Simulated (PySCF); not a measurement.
Species: C₂H₃FO₃S.
Structure used (GFN2-xTB), in Å, numbered top down from 1:
```
atom  x, y, z in Å
O1    -1.4593   -0.5495   -1.1921
S2    -0.9198   -0.7186    0.1183
O3    -1.1877   -1.9065    0.8487
O4    -1.3630    0.5329    1.0098
C5     0.8592   -0.4954    0.0490
C6     1.3388    0.6447   -0.3928
F7     0.5231    1.6414   -0.7435
H8    -1.6283    1.2605    0.4425
H9     1.4659   -1.3242    0.3517
H10    2.3798    0.9194   -0.5141
```

Theory: PySCF, TDDFT PBE0/def2-SVPD, vertical, gas phase, core orbitals frozen in the response.

Computed states:

```tsv
state	E (eV)	f
S1	6.62	0.051
S2	6.78	0.045
S3	7.01	0.067
S4	7.43	0.086
S5	7.58	0.0078
S6	7.99	0.0093
```

Broadening: Gaussians 0.25 eV wide at half height, area fixed by f = 4.319×10⁻⁹ ∫ε dν̃. The cross-section is σ = 3.8235×10⁻²¹ ε cm², given in Mb (10⁻¹⁸ cm²). The width is an assumption, not a result. The curve ends short of the highest state used, and states not computed would add to its high-energy end.

Task: What does the envelope look like, and where are its maxima?

Result: 
λ (nm), σ (Mb) and a bar:
```
    167.8      33.05 ##############################
    169.2      21.89 ####################
    170.5      12.26 ###########
    171.8       8.29 #######
    173.2      11.24 ##########
    174.5      18.45 #################
    175.8      25.79 #######################
    177.2      29.51 ###########################
    178.5      28.55 ##########################
    179.8      26.28 ########################
    181.2      25.71 #######################
    182.5      27.30 #########################
    183.8      29.41 ###########################
    185.2      30.44 ############################
    186.5      29.17 ##########################
    187.8      25.37 #######################
    189.2      19.08 #################
    190.5      12.70 ############
    191.8       7.30 #######
    193.2       3.40 ###
    194.5       1.43 #
    195.8       0.52 
    197.2       0.15 
    198.5       0.04
```

Maxima: 185 nm (6.70 eV), ε about 8000, made up of S1 (54%) and S2 (45%); 177 nm (6.99 eV), ε about 7700, made up of S3 (91%) (ε in L mol⁻¹ cm⁻¹; maxima over ε = 5, shares over 10%). At its high-energy end, 7.39 eV, the curve is still rising (ε about 8700, from S4).

Task: What would ε be at 6.70 eV, the highest of these maxima, with half the width (0.125 eV)?

Result: About 7010 L mol⁻¹ cm⁻¹ against 7960, a factor of about 0.9; a lone state at its own centre would give exactly 2.

Task: Coming from long wavelengths, where does ε first pass 100 L mol⁻¹ cm⁻¹?

Result: At about 196 nm (6.32 eV), 0.30 eV below S1.

Task: On this curve, what absorbance would a 10⁻³ mol/L sample give at 193 nm over a 1 cm path?

Result: 193 nm is 6.424 eV, where ε is about 1000 L mol⁻¹ cm⁻¹, so A = ε c l ≈ 1 (Beer–Lambert, with the gas-phase spectrum and the assumed width).

Time: 17 s wall; peak memory 0.74 GiB. Hardware: one thread of an Arm Neoverse V2, shared host with 96 logical CPUs at a one-minute load of 16.

One conformer stands for the species.
